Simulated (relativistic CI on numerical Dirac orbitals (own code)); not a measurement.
# Hyperfine structure of Ir5+, mass number 193

Method of calculation: Dirac-Coulomb-Breit CI, KLI orbitals optimised for each configuration, model QED, valence Slater integrals scaled by 0.85, P86 correlation energy added to each configuration (own radial code, finite nucleus).

CI space (outside the closed core [Kr] 4d10 4f14 5s2): 5p⁶5d⁴, 5p⁶5d³6s, 5p⁶5d³5f, 5p⁶5d³6p, 5p⁶5d²6s², 5p⁶5d³5g, 5p⁵5d⁵, 5p⁶5d²5f², 5p⁶5d³6d, 5p⁶5d²6s6p, 5p⁶5d³7s, 5p⁶5d³7p, 5p⁶5d³6f, 5p⁶5d³7d, 5p⁶5d²6p², 5p⁶5d²6s6d. Levels of other configurations are missing.

Nuclear spin I = 3/2, μ = 0.163 μN, Q = 0.751 b (tables of Stone and Pyykkö). The electronic factors are computed for point nuclear moments, without core polarisation or the Bohr-Weisskopf and QED corrections.

```tsv
Level	E (cm⁻¹)	A (MHz)	B (MHz)
5p⁶5d⁴ ⁵D1	5334.6	-7.716	421
5p⁶5d⁴ ⁵D2	9823.0	43.22	390
5p⁶5d⁴ ⁵D3	13205.1	81.26	-208
5p⁶5d⁴ ⁵D4	15245.2	117.3	-1150
5p⁶5d⁴ ³H4	23412.2	145.5	160
5p⁶5d⁴ ³G3	27453.1	154.2	225
5p⁶5d⁴ ³F2	28043.5	142.7	552
5p⁶5d⁴ ³P1	28746.3	109.6	-59.5
```

Levels with J = 0, under 50 % of one LS term, or S terms without an open s electron are left out. Small factors come from cancelling terms and can be off by tens of per cent or more.

At this charge configurations can still be misplaced by up to about 7 % of their energy. Levels and lines within the n = 5 or 6 shells can be off by up to 10 % or somewhat more, and those that change n by about 2 %, since core polarisation is missing.

(1) Give the hyperfine levels of 5p⁶5d⁴ ⁵D3 relative to its centre of gravity.

Results:

(1) With K = F(F + 1) − I(I + 1) − J(J + 1), E = AK/2 + B[¾K(K + 1) − I(I + 1)J(J + 1)]/[2I(2I − 1)J(2J − 1)]: F = 3/2: -612.1, F = 5/2: -253.3, F = 7/2: 103.8, F = 9/2: 313.7 MHz.

LS names give the leading component of a level, which can be under half, so a name can repeat, a term be missing and a line seem to break the LS rules.
